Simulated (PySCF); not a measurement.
This PySCF input asks for the NMR shieldings of `CCCP(CC)CC#N`, C₇H₁₄NP; the geometry comes from GFN2-xTB.

```python
import basis_set_exchange as bse
import numpy as np
from pyscf import gto, dft
from pyscf.prop import nmr

atoms = """
C     2.760234   -0.852058    0.507280
C     2.112642    0.087626   -0.500138
C     0.627550   -0.212870   -0.682638
P    -0.357373    0.003424    0.885537
C    -2.061768   -0.237691    0.168339
C    -2.386583   -1.714661   -0.014437
C    -0.388209    1.891229    0.959118
C    -0.755934    2.482893   -0.286718
N    -1.050594    2.915069   -1.305294
H     3.811328   -0.608665    0.642965
H     2.686152   -1.882851    0.167354
H     2.257921   -0.773249    1.470464
H     2.244643    1.122659   -0.174837
H     2.612488   -0.012434   -1.467208
H     0.202112    0.419991   -1.467834
H     0.507382   -1.258244   -0.982298
H    -2.769295    0.204227    0.876718
H    -2.149829    0.298538   -0.780805
H    -1.726103   -2.171508   -0.748270
H    -3.412146   -1.836933   -0.357946
H    -2.271958   -2.249379    0.926844
H     0.606041    2.234392    1.257463
H    -1.103455    2.177482    1.735230
"""
names = dict.fromkeys(["C", "P", "N", "H"], "pcSseg-1")
basis = {el: gto.basis.parse(bse.get_basis(n, elements=[el], fmt="nwchem")) for el, n in names.items()}
mol = gto.M(atom=atoms, basis=basis, charge=0, verbose=0)
mf = dft.RKS(mol, xc="PBE0")
mf.grids.level = 2
mf.grids.alignment = dft.numint.BLKSIZE   # the property module wants whole blocks of grid points
mf.conv_tol = 1e-9
mf.kernel()

calc = nmr.RKS(mf)   # GIAO
C = mf.mo_coeff
Co = C[:, mf.mo_occ > 0]
resp = mf.gen_response(singlet=True, hermi=2)
def vind(x):   # induced exchange potential for any number of trial vectors
    d = np.einsum("pi,xij,qj->xpq", C, 2 * x.reshape(-1, C.shape[1], Co.shape[1]), Co, optimize=True)
    return np.einsum("xpq,pi,qj->xij", resp(d - d.transpose(0, 2, 1)), C, Co, optimize=True).ravel()
mo1, _ = nmr.rhf.solve_mo1(calc, with_cphf=vind)
sigma = calc.kernel(mo1)
for i, s in enumerate(sigma):   # ppm
    print("%2d %-2s %9.2f" % (i, mol.atom_pure_symbol(i), np.trace(s) / 3))
```

Question: Give the expected output.

Answer: 
```
 0 C     170.11
 1 C     165.44
 2 C     154.27
 3 P     375.78
 4 C     161.37
 5 C     175.20
 6 C     173.43
 7 C      66.66
 8 N     -33.36
 9 H      30.60
10 H      30.96
11 H      30.12
12 H      30.49
13 H      29.82
14 H      29.47
15 H      30.17
16 H      30.36
17 H      29.68
18 H      30.78
19 H      30.19
20 H      30.60
21 H      29.33
22 H      29.59
```

These numbers come from an equivalent density-fitted implementation of the same equations, which agrees with the script to about 0.01 ppm for H and up to a few tenths of a ppm for heavy atoms, so last digits may differ.

Size and cost of the density-fitted run: 230 basis functions, of the order of 2.1 core-minutes.
